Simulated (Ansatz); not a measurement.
Two members of one family (Ge nanocrystals, cubic, H-capped), computed with Ansatz in the gas phase. The two geometries come from different levels. Binding counts from free atoms in the multiplicity of their measured ground term, without zero-point energy. Sets without diffuse functions give affinities that are too small. A dash marks a value that wasn't run or was left out as unsound. The structures are stationary points that may keep the symmetry of their start. Remarks come from the PBE and PBE0 runs and from stability tests at other levels; not every state was tested. A HOMO above zero means that the electron is unbound at that level and held by the basis, or that self-interaction error raises the level; the energy of removing that electron tells which. HOMO above LUMO (over both spins in singlets and doublets, within one spin in higher multiplets; at PBE or PBE0), or a gap under 0.15 eV within one spin, warns that the state may not be the lowest or that an electron is smeared out.

First: Ge17H24 (singlet, charge 0, r2SCAN-D4/def2-SVP geometry).

Cartesian coordinates in Å:
```
Ge 0.118 -3.018 -3.523
Ge -0.480 -3.088 0.970
Ge 2.580 3.100 1.115
Ge 0.779 0.072 2.929
Ge 1.342 -0.065 -0.999
Ge -2.535 -0.700 -1.544
Ge -1.301 2.482 0.568
Ge -3.141 -0.551 2.358
Ge 1.847 -1.406 -2.967
Ge 3.066 1.641 -0.767
Ge 1.263 -1.394 1.041
Ge -2.093 -2.018 -3.536
Ge -2.612 -2.024 0.495
Ge 2.501 1.773 3.148
Ge 0.431 4.178 0.763
Ge -1.390 1.124 2.587
Ge -0.821 1.014 -1.314
H 0.410 -3.613 -4.916
H 0.154 -4.175 -2.508
H -0.563 -3.766 2.355
H -0.160 -4.181 -0.068
H 3.684 4.176 1.240
H 0.720 -0.787 4.215
H -3.911 -0.010 -1.704
H -2.678 3.151 0.346
H -3.261 -1.369 3.660
H -4.493 0.147 2.107
H 3.195 -2.131 -2.772
H 2.009 -0.438 -4.158
H 4.437 0.963 -0.565
H 3.134 2.467 -2.068
H 2.642 -2.059 1.258
H -3.162 -3.119 -3.698
H -2.197 -1.083 -4.758
H -3.711 -3.104 0.360
H 3.869 1.102 3.388
H 2.197 2.677 4.359
H 0.115 5.117 1.945
H 0.476 5.029 -0.521
H -1.697 2.037 3.796
H -0.761 1.848 -2.618
```

```json
{"level": "PBE-D4/def2-SVP", "HOMO (eV)": "-5.94", "LUMO (eV)": "-1.72", "gap (eV)": "4.23", "vertical EA (eV)": "–", "vertical triplet (eV)": "–", "binding per atom (eV)": "2.90"}
{"level": "PBE-D4/def2-TZVP", "HOMO (eV)": "-5.97", "LUMO (eV)": "-1.82", "gap (eV)": "4.16", "vertical EA (eV)": "0.48", "vertical triplet (eV)": "4.06", "binding per atom (eV)": "2.90"}
{"level": "r2SCAN-D4/def2-TZVP", "HOMO (eV)": "-6.20", "LUMO (eV)": "-1.66", "gap (eV)": "4.54", "vertical EA (eV)": "–", "vertical triplet (eV)": "–", "binding per atom (eV)": "2.94"}
{"level": "PBE0-D4/def2-SVP", "HOMO (eV)": "-6.87", "LUMO (eV)": "-1.04", "gap (eV)": "5.83", "vertical EA (eV)": "–", "vertical triplet (eV)": "–", "binding per atom (eV)": "2.90"}
{"level": "PBE0-D4/def2-TZVP", "HOMO (eV)": "-6.86", "LUMO (eV)": "-1.12", "gap (eV)": "5.74", "vertical EA (eV)": "0.23", "vertical triplet (eV)": "4.61", "binding per atom (eV)": "2.90"}
```

Remarks: HOMO above zero (-1 doublet), gap within one spin near zero at PBE or PBE0 (-1 doublet).

Second: Ge19H28 (singlet, charge 0, PBE-D4/def2-SVP geometry).

```xyz
47

Ge   -1.3530    0.2066    4.0012
Ge   -4.0670   -0.1114    1.1540
Ge    2.3410    1.6164    3.1292
Ge   -0.3978    1.1952    0.2464
Ge    3.2274    2.6730   -0.5676
Ge    2.7394   -1.2517    0.2985
Ge    0.4423    2.3501   -3.4877
Ge   -0.9081   -2.6438    1.1596
Ge   -0.0111   -1.5722   -2.5862
Ge   -3.1573    0.9776   -2.6381
Ge    0.9920    0.3012    4.6899
Ge   -1.6751   -0.3675    1.6380
Ge   -4.6345   -0.3534   -1.2132
Ge    1.4861   -2.8881    1.6234
Ge    1.9912    1.0312    0.7720
Ge   -0.7724    0.7098   -2.1266
Ge    2.8293    2.4948   -2.9739
Ge    2.3655   -1.8364   -2.0515
Ge   -1.2130   -3.2017   -1.2061
H    -2.1289   -0.8091    4.8932
H    -1.9902    1.6093    4.2314
H    -4.4853    1.3171    1.6155
H    -4.8809   -1.1328    2.0035
H     1.9639    3.1178    3.2977
H     3.8518    1.4724    3.4817
H    -0.8821    2.6510    0.5474
H     2.7781    4.0897   -0.0987
H     4.7514    2.5459   -0.2697
H     4.2614   -1.3624    0.6307
H    -0.2024    3.7441   -3.2241
H     0.2425    2.0221   -4.9976
H    -1.7185   -3.6451    2.0437
H    -0.2481   -1.8869   -4.0975
H    -3.5099    2.4822   -2.4425
H    -3.4098    0.6308   -4.1359
H     1.0824    0.9415    6.1089
H     1.5644   -1.1398    4.7873
H    -6.1080    0.1051   -1.4342
H    -4.5410   -1.8497   -1.6206
H     1.7829   -2.7284    3.1410
H     1.9306   -4.3193    1.1961
H     3.5578    1.2406   -3.5306
H     3.4306    3.7440   -3.6863
H     3.2528   -0.9730   -2.9935
H     2.7581   -3.3305   -2.2609
H    -2.7212   -3.2517   -1.5818
H    -0.6075   -4.6145   -1.4657
```

Estimate the same table for the second.


```csv
level,HOMO (eV),LUMO (eV),gap (eV),vertical EA (eV),vertical triplet (eV),binding per atom (eV)
PBE-D4/def2-SVP,-5.97,-1.87,4.09,–,–,2.88
PBE-D4/def2-TZVP,-6.00,-1.95,4.05,0.69,3.97,2.88
r2SCAN-D4/def2-TZVP,-6.23,-1.80,4.42,–,–,2.92
PBE0-D4/def2-SVP,-6.89,-1.18,5.71,–,–,2.89
PBE0-D4/def2-TZVP,-6.88,-1.24,5.65,0.39,4.54,2.88
```

Remarks: HOMO above zero (-1 doublet), gap within one spin near zero at PBE or PBE0 (-1 doublet), gap within one spin near zero at PBE or PBE0 (triplet).
